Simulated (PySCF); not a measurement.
# Ba⁺ (barium, charge +1) across methods

[Xe] 6p1, 2P determinant (an excited configuration). Calculation: PySCF 2.14, in aug-cc-pVTZ-X2C (9s8p6d3f, 84 functions); the spin-free X2C one-electron Hamiltonian (Gaussian nucleus).

```
 method  E (hartree)  mean ε 5p α (eV)  mean ε 5p β (eV)  mean ε 6p α (eV)  Σ⟨r²⟩ (bohr²)   ⟨S²⟩
    UHF  -8131.38989           -30.930           -30.832            -6.994          79.74  0.750
    M06     -8134.61           -26.872           -26.826            -6.083          76.59  0.750
 r2SCAN     -8134.46           -25.926           -25.907            -5.901          76.21  0.750
r2SCAN0     -8134.44           -27.397           -27.358            -6.243          76.43  0.750
    LDA     -8127.42           -25.567           -25.508            -5.904          75.09  0.750
    PBE     -8134.04           -25.419           -25.360            -5.943          75.56  0.750
  M06-L     -8134.26           -25.489           -25.483            -5.759          76.96  0.750
```

Question: Estimate the same row for PBE0.

Answer: E (hartree) = -8134.12; mean ε 5p α (eV) = -27.084; mean ε 5p β (eV) = -27.016; mean ε 6p α (eV) = -6.303; Σ⟨r²⟩ (bohr²) = 76.15; ⟨S²⟩ = 0.750.

Spin-orbit coupling, absent here, splits the open shell strongly.
